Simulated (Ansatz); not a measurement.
Geometry optimisation, RKS B3LYP-D4/def2-SVP (Ansatz 0.2.0).

The input (input.yaml):

```yaml
crystal:
  periodic: [false, false, false]
  atoms:
    - { symbol: Ge, position_ang: [0.056391, -0.077261, -1.146478] }
    - { symbol: H, position_ang: [1.128088, -0.205101, 1.383422] }
    - { symbol: H, position_ang: [1.659637, 0.167161, 1.074639] }
    - { symbol: O, position_ang: [-0.99162, 1.360114, -0.883647] }
    - { symbol: H, position_ang: [-1.717273, 1.227838, -0.258266] }
    - { symbol: H, position_ang: [-0.754523, -1.07965, -0.15197] }
basis:
  gaussian: { orbitals: def2-SVP }
hamiltonian:
  xc: b3lyp
  dispersion: d4
relax:
  f_tol: 0.03
  max_steps: 50
```

Command:

```bash
$ ansatz run input.yaml --threads 1 --pin off --max-ram 2048MiB --backend cpu --events-out ev --progress --plain --runs-dir out
```

Problem. Where does it end, and by what steps?

Solution. The forces met the threshold. After 6 steps the energy has fallen by 0.039 eV; H2 moved furthest, 0.09 Å.

```json
{"step": "0", "energy less start (eV)": "0.0000", "largest force component (eV/Å)": "1.321", "accepted": "yes"}
{"step": "1", "energy less start (eV)": "-0.0347", "largest force component (eV/Å)": "0.080", "accepted": "yes"}
{"step": "2", "energy less start (eV)": "-0.0075", "largest force component (eV/Å)": "0.882", "accepted": "no"}
{"step": "3", "energy less start (eV)": "-0.0381", "largest force component (eV/Å)": "0.059", "accepted": "yes"}
{"step": "4", "energy less start (eV)": "-0.0388", "largest force component (eV/Å)": "0.087", "accepted": "yes"}
{"step": "5", "energy less start (eV)": "-0.0388", "largest force component (eV/Å)": "0.049", "accepted": "no"}
{"step": "6", "energy less start (eV)": "-0.0392", "largest force component (eV/Å)": "0.025", "accepted": "yes"}
```

```xyz
6
Properties=species:S:1:pos:R:3
Ge 0.041 -0.066 -1.155
H 1.175 -0.243 1.448
H 1.700 0.169 1.079
O -1.019 1.367 -0.907
H -1.752 1.234 -0.290
H -0.764 -1.067 -0.156
```

Whether the end is a true minimum wasn't checked by a vibrational analysis.

Time of the run: 14 s on 1 thread of Arm Neoverse V1, on a shared host, peak memory 0.12 GiB.
